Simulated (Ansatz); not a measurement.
Ansatz (an electronic-structure program) job for C₂H₆Cl₂Hf, SMILES [CH3][Hf]([Cl])([Cl])[CH3], multiplicity 1, PBE-D3(BJ)/def2-SVP. 

Ansatz 0.2 input:
```yaml
crystal:
  periodic: [false, false, false]
  atoms:
    - {symbol: Hf, position_ang: [0.00000000, -0.00000000, -0.11347962]}
    - {symbol: Cl, position_ang: [-2.03748658, 0.00000000, 1.06823015]}
    - {symbol: Cl, position_ang: [2.03748657, 0.00000000, 1.06823015]}
    - {symbol: C, position_ang: [-0.00000000, -1.70516844, -1.47900074]}
    - {symbol: H, position_ang: [-0.89326568, -1.68462716, -2.12966240]}
    - {symbol: H, position_ang: [0.89326568, -1.68462716, -2.12966239]}
    - {symbol: H, position_ang: [-0.00000000, -2.67028330, -0.94131690]}
    - {symbol: C, position_ang: [0.00000000, 1.70516844, -1.47900074]}
    - {symbol: H, position_ang: [-0.00000001, 2.67028331, -0.94131690]}
    - {symbol: H, position_ang: [0.89326568, 1.68462715, -2.12966239]}
    - {symbol: H, position_ang: [-0.89326568, 1.68462716, -2.12966240]}
basis:
  gaussian:
    orbitals: def2-SVP
hamiltonian:
  xc: pbe
  dispersion: d3bj
relax: {f_tol: 0.002, max_steps: 200}
```

It prints:

```
WARN ansatz: RAYON_NUM_THREADS=1 ignored (pool sized by the plan → 1); use --threads N
Functional definition: PBE
integrals: 0.08 GiB planned
1368 factors; their error is unknown
mean field: 0.40 GiB planned
mean field evaluation 1: about -28490.0041 eV, gradient 8.0e1 eV
mean field evaluation 2: about -28434.1754 eV, gradient 1.5e2 eV
mean field evaluation 4: about -28505.4173 eV, gradient 1.6e1 eV
mean field evaluation 8: about -28506.1970 eV, gradient 1.6e-1 eV
mean field evaluation 16: about -28506.0988 eV, gradient 2.0e-4 eV
mean field -28506.09881964 eV, -1047.5798094939 hartree, gradient 3.1e-5 eV, S^2 0.000000; 0 other end points of the search recorded, 0 dependent functions left out
the calculation of the forces begins
reference -28506.09889988 eV, -1047.5798124427 hartree; 32, 32 occupied and 94, 94 virtual orbitals, 1368 factors
relax step   1: F+E_penalty+E_count = -28506.35791551 eV  Δ(F+E_penalty+E_count) = +0.000e0 eV  max|allowed force component| = 2.173e-1 eV/Å  Δτ_max = 0.0000 Å  (30 SCF iters, accepted)
these checks for a lower state are left out or cut short: starts, cluster_reference, orbital_swaps, neighbouring_geometries, increment
integrals: 0.08 GiB planned
1368 factors; their error is unknown
mean field: 0.40 GiB planned
mean field -28506.10765741 eV, -1047.5801342761 hartree, gradient 1.9e-5 eV, S^2 0.000000; 0 other end points of the search recorded, 0 dependent functions left out
the calculation of the forces begins
reference -28506.10773750 eV, -1047.5801372193 hartree; 32, 32 occupied and 94, 94 virtual orbitals, 1368 factors
relax step   2: F+E_penalty+E_count = -28506.36494888 eV  Δ(F+E_penalty+E_count) = -7.033e-3 eV  max|allowed force component| = 1.070e-1 eV/Å  Δτ_max = 0.0178 Å  (30 SCF iters, accepted)
these checks for a lower state are left out or cut short: starts, cluster_reference, orbital_swaps, neighbouring_geometries, increment
integrals: 0.08 GiB planned
1368 factors; their error is unknown
mean field: 0.40 GiB planned
mean field evaluation 32: about -28506.1081 eV, gradient 1.7e-4 eV
mean field -28506.10810520 eV, -1047.5801507322 hartree, gradient 2.1e-5 eV, S^2 0.000000; 0 other end points of the search recorded, 0 dependent functions left out
the calculation of the forces begins
reference -28506.10818532 eV, -1047.5801536763 hartree; 32, 32 occupied and 94, 94 virtual orbitals, 1368 factors
relax step   3: F+E_penalty+E_count = -28506.36599348 eV  Δ(F+E_penalty+E_count) = -1.045e-3 eV  max|allowed force component| = 1.618e-2 eV/Å  Δτ_max = 0.0076 Å  (30 SCF iters, accepted)
these checks for a lower state are left out or cut short: starts, cluster_reference, orbital_swaps, neighbouring_geometries, increment
integrals: 0.08 GiB planned
1368 factors; their error is unknown
mean field: 0.40 GiB planned
mean field -28506.10810879 eV, -1047.5801508638 hartree, gradient 2.1e-5 eV, S^2 0.000000; 0 other end points of the search recorded, 0 dependent functions left out
the calculation of the forces begins
reference -28506.10818887 eV, -1047.5801538069 hartree; 32, 32 occupied and 94, 94 virtual orbitals, 1368 factors
relax step   4: F+E_penalty+E_count = -28506.36601785 eV  Δ(F+E_penalty+E_count) = -2.437e-5 eV  max|allowed force component| = 6.481e-3 eV/Å  Δτ_max = 0.0021 Å  (31 SCF iters, accepted)
these checks for a lower state are left out or cut short: starts, cluster_reference, orbital_swaps, neighbouring_geometries, increment
integrals: 0.08 GiB planned
1368 factors; their error is unknown
mean field: 0.40 GiB planned
mean field -28506.10813110 eV, -1047.5801516839 hartree, gradient 2.1e-5 eV, S^2 0.000000; 0 other end points of the search recorded, 0 dependent functions left out
the calculation of the forces begins
reference -28506.10821119 eV, -1047.5801546270 hartree; 32, 32 occupied and 94, 94 virtual orbitals, 1368 factors
relax step   5: F+E_penalty+E_count = -28506.36602235 eV  Δ(F+E_penalty+E_count) = -4.502e-6 eV  max|allowed force component| = 7.822e-4 eV/Å  Δτ_max = 0.0010 Å  (31 SCF iters, accepted)
integrals: 0.08 GiB planned
1368 factors; their error is unknown
mean field: 0.40 GiB planned
mean field evaluation 64: about -28505.9612 eV, gradient 9.2e0 eV
mean field -28506.10813110 eV, -1047.5801516839 hartree, gradient 2.1e-5 eV, S^2 0.000000; 1 other end points of the search recorded, 0 dependent functions left out
the calculation of the forces begins
reference -28506.10821119 eV, -1047.5801546270 hartree; 32, 32 occupied and 94, 94 virtual orbitals, 1368 factors
Total energy: -28506.36610244 eV, -1047.5896319557 hartree
Atom 0 at    -0.000000     0.000000    -0.103544 Å, force     0.000000     0.000000    -0.000782 eV/Å
Atom 1 at    -2.049274    -0.000000     1.073610 Å, force    -0.000318    -0.000000     0.000208 eV/Å
Atom 2 at     2.049274    -0.000000     1.073610 Å, force     0.000318     0.000000     0.000208 eV/Å
Atom 3 at     0.000000    -1.707178    -1.479406 Å, force     0.000000     0.000081     0.000584 eV/Å
Atom 4 at    -0.899835    -1.683713    -2.134425 Å, force     0.000040    -0.000087    -0.000055 eV/Å
Atom 5 at     0.899835    -1.683713    -2.134425 Å, force    -0.000040    -0.000087    -0.000055 eV/Å
Atom 6 at     0.000000    -2.681285    -0.941735 Å, force    -0.000000     0.000137    -0.000290 eV/Å
Atom 7 at     0.000000     1.707178    -1.479406 Å, force    -0.000000    -0.000081     0.000584 eV/Å
Atom 8 at    -0.000000     2.681285    -0.941735 Å, force     0.000000    -0.000137    -0.000290 eV/Å
Atom 9 at     0.899835     1.683713    -2.134425 Å, force    -0.000040     0.000087    -0.000055 eV/Å
Atom 10 at    -0.899835     1.683713    -2.134425 Å, force     0.000040     0.000087    -0.000055 eV/Å
Dipole moment:    -0.000000     0.000000    -0.347868 e Å
```

Self-consistency was reached.

Cost: about 19 core-seconds (a rough figure).
